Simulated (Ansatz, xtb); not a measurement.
Relative energy of two isomers of C4H3N3S

We compare I, `c1nsc2c[nH]nc12`, a singlet, with II, `c1[nH]sc2cnnc1-2`, a singlet. Both are isolated molecules in the gas phase, relaxed with PBE-D3(BJ)/def2-SVP.

Quicker runs give these differences E(II) − E(I): GFN2-xTB +94.5 kJ/mol; HF/STO-3G +107.1 kJ/mol (at GFN2-xTB geometries); r2SCAN-D4/def2-SVP +109.0 kJ/mol (at GFN2-xTB geometries).

Question: Estimate E(II) − E(I) at the level CCSD(T)/def2-SVP + ΔMP2/def2-TZVPP.

Answer: Calculated at CCSD(T)/def2-SVP + ΔMP2/def2-TZVPP: E(II) − E(I) = +113.3 kJ/mol, so structure I lies lower.

Level by level:

```tsv
level	geometry	E(II) − E(I) (kJ/mol)	departure from the last row (kJ/mol)	job, with rough time for the two
GFN2-xTB	GFN2-xTB	+94.5	−18.9	optimisation, 0.17 s
HF/STO-3G	GFN2-xTB	+107.1	−6.2	single point, 0.6 s
r2SCAN-D4/def2-SVP	GFN2-xTB	+109.0	−4.4	single point, 6.1 s
PBE-D3(BJ)/def2-SVP	PBE-D3(BJ)/def2-SVP	+107.5	−5.9	optimisation, 29 s
HF/def2-SVP	PBE-D3(BJ)/def2-SVP	+115.8	+2.5	part of the CCSD(T) run
MP2/def2-SVP	PBE-D3(BJ)/def2-SVP	+125.9	+12.5	part of the CCSD(T) run
CCSD(T)/def2-SVP	PBE-D3(BJ)/def2-SVP	+119.4	+6.0	single point
CCSD(T)/def2-SVP + ΔMP2/def2-TZVPP	PBE-D3(BJ)/def2-SVP	+113.3		single point, 1.8 min
```

As drawn, II has 1 C–C in place of 1 C∷C (∷ is an aromatic bond).

None of the levels shown reverses the order. The largest departure from CCSD(T)/def2-SVP + ΔMP2/def2-TZVPP is that of GFN2-xTB, 18.9 kJ/mol. The last row adds to CCSD(T) the change of the MP2 difference between the two basis sets, here −6.0 kJ/mol.

With thermal terms from frequencies at re-optimised GFN2-xTB minima (ideal gas, soft modes damped towards free rotors, one conformer each, 298.15 K, 1 atm): on the last row, ΔE + ΔZPE = +109.1, ΔH = +110.0, ΔG = +108.4 kJ/mol.

The correlated steps freeze 12 core orbitals. Run with Ansatz 0.2.0, xtb 6.7.1; the last row on 2 threads of Arm Neoverse V1 on a shared host.
